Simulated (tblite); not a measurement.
Start geometry of `CC(=O)[SiH2]S` from a force field or distance geometry (Å):
```
atom  x, y, z in Å
C1    -1.6109   -0.4857   -0.0248
C2    -0.4280   -0.0266    0.7065
O3    -0.3016   -0.2471    1.9002
Si4    0.8700    0.8753   -0.2810
S5     2.7626    0.0271    0.2980
H6    -1.7337    0.1876   -0.9101
H7    -1.4055   -1.5167   -0.3987
H8    -2.5209   -0.5437    0.5790
H9     0.5939    0.7238   -1.7216
H10    0.8417    2.2616    0.1404
H11    2.9379   -1.2530   -0.3140
```

Q: What comes out of this run: GFN2-xTB geometry optimisation, gas phase (tblite 0.8.0)?

A: 
```
atom  x, y, z in Å
C1    -1.6009   -0.5772   -0.0808
C2    -0.4010   -0.0166    0.6243
O3    -0.2287   -0.1270    1.8169
Si4    0.9385    0.8905   -0.4245
S5     2.6543   -0.3963   -0.4017
H6    -2.1380    0.2382   -0.5616
H7    -1.2674   -1.2596   -0.8606
H8    -2.2584   -1.0968    0.6128
H9     0.5412    0.9915   -1.8197
H10    1.2608    2.1569    0.2176
H11    2.5050   -0.8009    0.8512
```

The energy falls by 42.9 kJ/mol over 94 L-BFGS steps, the largest force on an atom goes from 1.93 to 0.005 eV/Å, and the atoms move by 0.582 Å rms after alignment. The bond that changes most is S5–H11 (ends: sulfur bonded to Si and H; S–H hydrogen), which shortens by 0.105 Å. Bonds longer at the end by more than 0.005 Å: 3 of 10; shorter: 7. Among the angles that change most is Si4–S5–H11, from 110.2° to 95.9°. Among the dihedrals that turn most is C2–Si4–S5–H11, from 76° to -37°. Rotational constants go from 5798, 1772, 1537 to 5344, 1721, 1596 MHz. The orientation of the end geometry is arbitrary; only internal coordinates are fixed.

On one thread, Arm Neoverse N1 (aarch64), no GPU, shared host, this took 0.76 s of wall time.

GFN2-xTB frequencies show an imaginary mode (26i cm⁻¹), so the point is no minimum at that level. 3 starts were optimised and ended at 0.00, 0.00 and 0.83 kcal/mol (GFN2-xTB); the lowest of these is shown.

These are computed values.
